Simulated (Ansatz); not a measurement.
CH7AlSi2 can be A, `[SiH3][SiH]1[CH2][AlH]1`, or B, `C1[SiH2][AlH][SiH2]1`.

Isolated molecules relaxed with PBE0-D4/def2-TZVP in Ansatz; ΔE leaves out vibrations. CCSD(T)/CBS is the MP2 limit (def2-TZVPP, def2-QZVPP) plus CCSD(T) − MP2 in def2-TZVPP, frozen cores. Functionals use def2-TZVPP. B3LYP here is the variant with VWN-RPA as its local correlation; programs differ in this.

(1) Which isomer does CCSD(T)/CBS put lower? Give the gap. (An estimate is asked.)

(2) Give E(B) − E(A) in kcal/mol with HF/def2-TZVPP, CCSD/def2-TZVPP, LDA (SPW92), CCSD(T)/def2-TZVPP, PBE0-D4, BLYP-D4, B3LYP. (Best estimate.)

(3) Does the order hold for the free energy at 298.15 K (harmonic terms from PBE0-D4)? (Best estimate.)

Largest T1 diagnostic: 0.014.

## Answers

(1) Computed: B, by 20.4 kcal/mol.

(2) Computed: HF/def2-TZVPP -21.6, CCSD/def2-TZVPP -20.9, LDA (SPW92) -20.3, CCSD(T)/def2-TZVPP -20.5, PBE0-D4 -20.8, BLYP-D4 -18.4, B3LYP -18.8. None reverses the order clearly.

(3) Computed: Yes: G(B) − G(A) = -18.1 kcal/mol. Modes under 60 cm⁻¹, often nearly free rotors, make the harmonic entropy too high.

The D4 term adds −0.8 kcal/mol with B3LYP and −0.3 kcal/mol with PBE0; it sums over pairs of atoms, weighted by their polarisabilities, and B3LYP, whose exchange is more repulsive, gets the larger term. In def2-TZVPP, CCSD(T) changes the Hartree–Fock value by +1.1 kcal/mol (the triples alone add +0.4 kcal/mol) and MP2 by +1.4 kcal/mol.
